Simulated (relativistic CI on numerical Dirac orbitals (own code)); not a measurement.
Method of calculation: Dirac-Coulomb-Breit CI, separate exchange-only KLI orbitals for each configuration, model QED, unscaled Slater integrals (own radial code, finite nucleus).

The strongest absorption lines from the ground level of an ion, among the configurations computed and to levels below about 1420 eV (vacuum wavelength in Å, gf): 14.378 (0.85), 14.532 (0.74), 14.598 (1.2), 14.617 (0.047), 15.262 (0.045), 16.264 (0.21), 28.507 (0.79), 28.815 (0.39).

(1) Which ion is it?
A. Tl⁶²⁺
B. Tl⁶⁴⁺
C. Lu⁵⁴⁺
D. Rn⁶⁹⁺

Results:

(1) B. Tl⁶⁴⁺ has 17 electrons and the ground level 3s2.3p5 2P°_3/2; the strongest line goes to 3s2.3p4.3d 2D_5/2. The pattern of lines fixes the number of electrons, and along that sequence the line energies rise steadily with the charge (about as its square where n changes within one kind of shell, about linearly where n is kept but much faster in heavy ions where fine structure, which grows about as Z⁴, sets the gap, and irregularly where shells cross), which fixes Z. Configurations outside the model, such as inner-shell arrays, can give stronger lines. At this charge energies of transitions that change n are usually good to better than 1 %, and those within a shell (Δn = 0) to a few per cent.

LS names give the leading component of a level, which can be under half, so a name can repeat, a term be missing and a line seem to break the LS rules.
